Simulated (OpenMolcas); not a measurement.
## Ge: effect of the basis set

```
Program             : OpenMolcas 26.06
Method              : CASSCF
Active space        : 4 electrons in 4 orbitals (4s 4p)
State averaging     : 2S+1 = 3 even, 3 roots; 2S+1 = 1 even, 6 roots; 2S+1 = 5 odd, 1 root; 2S+1 = 3 odd, 5 roots
Spin-orbit coupling : RASSI with atomic mean-field integrals over the reference wave functions, term energies averaged over their components
```

A. ANO-RCC-VDZP [5s4p2d], DKH2, point nucleus; cost of the order of 11 core-seconds
B. ANO-R1 [5s4p3d1f], X2C, finite nucleus; cost of the order of 7 core-seconds
C. ANO-RCC-VTZP [6s5p3d1f], DKH2, point nucleus; cost roughly 11 core-seconds
D. ANO-RCC-VQZP [7s6p4d2f1g], DKH2, point nucleus; cost about 10 core-seconds
E. ANO-R2 [6s5p4d3f1g], X2C, finite nucleus; cost about 16 core-seconds
F. ANO-R3 [7s6p5d4f2g], X2C, finite nucleus; cost of the order of 21 core-seconds

Energies in cm⁻¹ above 4s² 4p² ³P₀, the measured ground level; measured values from NIST Handbook of Basic Atomic Spectroscopic Data.

```csv
Level,A,B,C,D,E,F,Measured
4s² 4p² ³P₀,0.0,0.0,0.0,0.0,0.0,0.0,0.0
4s² 4p² ³P₁,469,465,493,485,490,485,557
4s² 4p² ³P₂,1227,1217,1275,1258,1266,1258,1410
4s² 4p² ¹D₂,9758,9632,9611,9496,9523,9469,7125
4s² 4p² ¹S₀,17506,17382,17218,16960,17061,16910,16367
4s 4p³ ⁵S°₂,30452,30381,30558,30552,30517,30602,41927
```

Deviations, from unrounded energies. A percentage is the sum of absolute deviations over the sum of measured energies, with the sign that they share, or ± where signs differ.

| Against measurement | Levels | A | B | C | D | E | F |
| --- | --- | --- | --- | --- | --- | --- | --- |
| mean absolute deviation (cm-1) | 5 | 3100 | 3100 | 3000 | 2900 | 2900 | 2900 |
| fine structure of the ground term (%) | 2 | -13.8 | -14.5 | -10.1 | -11.4 | -10.7 | -11.4 |
| other terms of the ground configuration (%) | 2 | +16.0 | +15.0 | +14.2 | +12.6 | +13.2 | +12.3 |
| other configurations (%) | 1 | -27.4 | -27.5 | -27.1 | -27.1 | -27.2 | -27.0 |

C, D, E, F lie about equally close to measurement and A furthest from it. The largest miss of F in the table is 4s 4p³ ⁵S°₂, by -11000 cm-1. The ranking rests on the paired levels alone, and a cruder setting can come out closer through cancelling errors.

Among A to F the level of the table that moves most is 4s² 4p² ¹S₀, by 600 cm-1 (lowest in F, highest in A).

Without dynamic correlation excited terms often stand tens of per cent too high (terms of higher spin than the ground term too low), and those without a measured partner can miss by more than the paired ones. Terms of s pⁿ other than that of highest spin mix with s² pⁿ⁻² d, which this space lacks; all of them can be thousands of cm-1 off, and some have no real level of that name. Computed and measured levels are paired by configuration, term and J; levels that our copy of the source lacks, or whose pairing is in doubt (as where it misses far off the trend of its configuration), stay unpaired and out of the deviations. Only configurations of the active space appear. Levels that lie high or do not pair safely by name in every column are left out.

° marks odd parity.
